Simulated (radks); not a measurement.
The numbers below are computed, except where a source is named.
Removal energies from the titanium ion Ti3+, [Ar] 3d(3/2: 1, 5/2: 0), by Delta-SCF beside the eigenvalue of the level emptied. Level of theory: Dirac Kohn-Sham, BLYP, spin-unpolarised, spherical densities, finite nucleus; Fermi nuclear charge, rms radius of each element as measured or else 0.836 A^(1/3) + 0.57 fm (a radial shooting solver on a logarithmic mesh with Libxc functionals). Sub-shells are occupied by j as written (lower j first in brackets).

removed from                             final configuration  Delta-SCF (eV)  -eigenvalue (eV)
3d3/2                                                   [Ar]          43.303            34.706
3p3/2         [Ne] 3s2 3p(1/2: 2, 3/2: 3) 3d(3/2: 1, 5/2: 0)          80.077            70.528
3p1/2         [Ne] 3s2 3p(1/2: 1, 3/2: 4) 3d(3/2: 1, 5/2: 0)          80.821            71.225
3s1/2                        [Ne] 3s1 3p6 3d(3/2: 1, 5/2: 0)          104.78            94.805
